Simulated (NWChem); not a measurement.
Electron attachment to F2Sn

```
Sn
F 1 1.9598
F 1 1.9598 2 96.28
```
Charge 0, spin multiplicity 1.

All runs are NWChem calculations. The geometry was optimised at B3LYP/def2-SVP with def2 effective core potentials on Sn, a minimum by its harmonic frequencies.

Basis set: def2-TZVPD. −ε marks an orbital energy of the parent. The basis adds only a small set of diffuse functions.

Effective core potentials replace the inner electrons of Sn; spin-orbit coupling is left out. B3LYP has NWChem's definition, with VWN1-RPA local correlation. The structure started from a generated list of species.

Question: Order these methods by the vertical electron affinity they give, lowest first: −ε(LUMO) of HF, −ε(LUMO) of PBE, −ε(LUMO) of BHandHLYP, −ε(LUMO) of PBE0.

Answer: −ε(LUMO) of HF (0.33 eV), −ε(LUMO) of BHandHLYP (2.28 eV), −ε(LUMO) of PBE0 (2.93 eV), −ε(LUMO) of PBE (3.61 eV)
